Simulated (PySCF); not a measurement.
A PySCF script (with the pyscf-properties extension) for the NMR shieldings of SMILES CS[Si@@H](Cl)C1CC1, C4H9ClSSi, on a GFN2-xTB geometry:

```python
import basis_set_exchange as bse
import numpy as np
from pyscf import gto, dft
from pyscf.prop import nmr

atoms = """
C     3.366042   -0.372791    0.236446
S     1.981892    0.271861   -0.752366
Si    0.326275   -0.448001    0.412157
Cl    0.576794    0.029861    2.364128
C    -1.209622    0.337203   -0.319163
C    -2.560968   -0.210689    0.054278
C    -2.154064    1.136611    0.538423
H     3.345291   -1.457844    0.230084
H     3.292945    0.004085    1.251287
H     4.277303   -0.015348   -0.230609
H     0.318922   -1.908286    0.342261
H    -1.111774    0.678850   -1.342163
H    -2.600690   -1.018328    0.769572
H    -3.313744   -0.279856   -0.716122
H    -1.922295    1.255729    1.585783
H    -2.619906    2.005888    0.099561
"""
names = dict.fromkeys(["C", "S", "Si", "Cl", "H"], "pcSseg-1")
basis = {el: gto.basis.parse(bse.get_basis(n, elements=[el], fmt="nwchem")) for el, n in names.items()}
mol = gto.M(atom=atoms, basis=basis, charge=0, verbose=0)
mf = dft.RKS(mol, xc="PBE0")
mf.grids.level = 2
mf.grids.alignment = dft.numint.BLKSIZE   # the property module wants whole blocks of grid points
mf.conv_tol = 1e-9
mf.kernel()

calc = nmr.RKS(mf)   # GIAO
C = mf.mo_coeff
Co = C[:, mf.mo_occ > 0]
resp = mf.gen_response(singlet=True, hermi=2)
def vind(x):   # induced exchange potential for any number of trial vectors
    d = np.einsum("pi,xij,qj->xpq", C, 2 * x.reshape(-1, C.shape[1], Co.shape[1]), Co, optimize=True)
    return np.einsum("xpq,pi,qj->xij", resp(d - d.transpose(0, 2, 1)), C, Co, optimize=True).ravel()
mo1, _ = nmr.rhf.solve_mo1(calc, with_cphf=vind)
sigma = calc.kernel(mo1)
for i, s in enumerate(sigma):   # ppm
    w = np.linalg.eigvalsh((s + s.T) / 2)
    print("%2d %-2s iso %8.1f  s11 %8.1f  s22 %8.1f  s33 %8.1f" % (i, mol.atom_pure_symbol(i), w.mean(), *w))
```

Question: What does it print?

Answer: 
```
 0 C  iso    173.5  s11    163.5  s22    166.5  s33    190.6
 1 S  iso    642.6  s11    571.8  s22    608.6  s33    747.4
 2 Si iso    326.5  s11    271.4  s22    337.8  s33    370.2
 3 Cl iso    955.6  s11    868.1  s22    957.0  s33   1041.8
 4 C  iso    187.2  s11    157.6  s22    173.5  s33    230.6
 5 C  iso    182.2  s11    156.0  s22    177.7  s33    213.0
 6 C  iso    182.2  s11    152.4  s22    180.0  s33    214.1
 7 H  iso     29.7  s11     24.3  s22     27.1  s33     37.7
 8 H  iso     29.5  s11     22.7  s22     30.1  s33     35.7
 9 H  iso     29.6  s11     23.6  s22     26.4  s33     38.7
10 H  iso     26.0  s11     22.7  s22     23.7  s33     31.6
11 H  iso     31.8  s11     23.5  s22     29.8  s33     42.0
12 H  iso     31.4  s11     24.8  s22     29.6  s33     39.8
13 H  iso     30.9  s11     24.8  s22     26.1  s33     41.8
14 H  iso     30.9  s11     23.8  s22     30.0  s33     38.9
15 H  iso     30.9  s11     25.0  s22     26.0  s33     41.8
```

These numbers come from an equivalent density-fitted implementation of the same equations, which agrees with the script to about 0.01 ppm for H and up to a few tenths of a ppm for heavy atoms, so last digits may differ.

Question: Turn these shieldings into chemical shifts. Referencing at the same level of theory: 13C (σ = 186.93 ppm), 29Si (σ = 349.16 ppm), 1H (σ = 31.72 ppm) against TMS; 33S (σ = 503.73 ppm) vs CS2; HCl for 35Cl (σ = 949.78 ppm).

Answer: Averaging equivalent atoms: C 0: 13.4; C 6: 4.8; C 5: 4.7; C 4: -0.3; S 1: -139; Si 2: 22.7; Cl 3: -6; H 10: 5.72; H 7/8/9: 2.15; H 14: 0.80; H 13: 0.79; H 15: 0.79; H 12: 0.32; H 11: -0.06 ppm. 

Size and cost of the density-fitted run: 185 basis functions, 54 s wall time on 1 thread of an Arm Neoverse N1, shared host; peak memory 0.83 GiB.
